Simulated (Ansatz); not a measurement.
Mulliken charges of BFH₂Se, SMILES `FB[SeH]` from ωB97M-V/def2-TZVPP in Ansatz (PBE0-D4/def2-TZVP geometry).

```json
{"atom": "F1", "x (Å)": "-0.286", "y (Å)": "-1.627", "z (Å)": "0.824", "charge (e)": "-0.212"}
{"atom": "B2", "x (Å)": "-0.278", "y (Å)": "-0.532", "z (Å)": "0.087", "charge (e)": "0.155"}
{"atom": "Se3", "x (Å)": "1.102", "y (Å)": "0.780", "z (Å)": "0.426", "charge (e)": "-0.060"}
{"atom": "H4", "x (Å)": "-1.107", "y (Å)": "-0.379", "z (Å)": "-0.757", "charge (e)": "0.043"}
{"atom": "H5", "x (Å)": "0.618", "y (Å)": "1.685", "z (Å)": "-0.621", "charge (e)": "0.074"}
```

Question: By hand: the dipole of these point charges (1 e Å = 4.8032 D).

Answer: Σ q r = (-0.050, 0.324, -0.265) e Å, of length 0.422 e Å = 2.03 D.

Question: How does the dipole of the full density compare? (An estimate is asked.)

Answer: Computed: (-0.051, 0.188, -0.173) e Å, 1.25 D; the point charges give 1.62 times that, at 6° from its direction.

Point charges leave out the atoms' own dipoles, such as those of lone pairs, and Mulliken's split depends on the basis, so the two needn't agree.
